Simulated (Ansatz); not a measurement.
`[CH3][Sn]([NH2])([OH])[F]` + H–F → `[CH3][Sn]([NH2])([F])[F]` + H₂O  (ligand exchange at the Sn–O bond)

Program: Ansatz. Geometries: PBE0-D4/def2-TZVP. ΔE: electronic, gas phase. CBS: MP2 limit from def2 TZ/QZ plus the TZ coupled-cluster correction, frozen cores. This one scheme is used for every species. Functionals use def2-TZVPP. HSE06 is defined as in plane-wave codes. def2 core potentials past Kr. For Sn outer-core shells are correlated without core-valence functions, which leaves a few kJ/mol of doubt a bond. Each species was taken in one conformer, which may not be the lowest.

`[CH3][Sn]([NH2])([OH])[F]`:

Cartesian coordinates in Å:
```
C 0.730 -1.652 0.039
Sn 0.079 0.352 -0.105
N -1.562 0.800 0.947
O -0.294 0.957 -1.923
F 1.567 1.483 0.401
H 0.743 -1.961 1.083
H 1.734 -1.726 -0.377
H 0.048 -2.289 -0.523
H -1.464 0.722 1.951
H -1.936 1.715 0.730
H 0.356 1.599 -2.223
```

H–F:

Z-matrix (Å, degrees):
```
F
H 1 0.920
```

`[CH3][Sn]([NH2])([F])[F]`:

Z-matrix (Å, degrees):
```
C
Sn 1 2.106
H 1 1.089 2 108.4
H 1 1.089 2 109.3 3 -119.8
H 1 1.089 2 109.2 3 119.9
N 2 2.001 1 121.4 3 179.5
F 2 1.918 1 108.7 3 -58.9
F 2 1.921 1 107.8 3 55.3
H 6 1.013 2 112.1 1 -110.9
H 6 1.014 2 111.0 1 128.7
```

H₂O:

Cartesian coordinates in Å:
```
O 0.218 0.298 -0.124
H -0.021 0.086 0.781
H -0.196 -0.384 -0.657
```

CCSD(T)/CBS gives -7.7 kcal/mol.

Question: Another level gave -7.2 kcal/mol. Which?
A. HSE06-D4/def2-TZVPP
B. PBE/def2-TZVPP
C. BLYP/def2-TZVPP
D. SCS-MP2/def2-TZVPP

Answer: D. SCS-MP2/def2-TZVPP -7.2, PBE -9.4, BLYP -10.4, HSE06-D4 -8.4 kcal/mol.

Largest T1 diagnostic among the species: 0.013.

The D4 term adds +0.7 kcal/mol with B3LYP and +0.4 kcal/mol with PBE0; it sums over pairs of atoms, weighted by their polarisabilities, and B3LYP, whose exchange is more repulsive, gets the larger term. In def2-TZVPP, CCSD(T) changes the Hartree–Fock value by +2.7 kcal/mol (the triples alone add +0.3 kcal/mol) and MP2 by +3.4 kcal/mol.

CCSD(T)/CBS has its own doubt, a few kJ/mol and more with outer-core shells, so smaller differences from it don't rank the levels.

B3LYP here is the variant with VWN-RPA as its local correlation; programs differ in this.
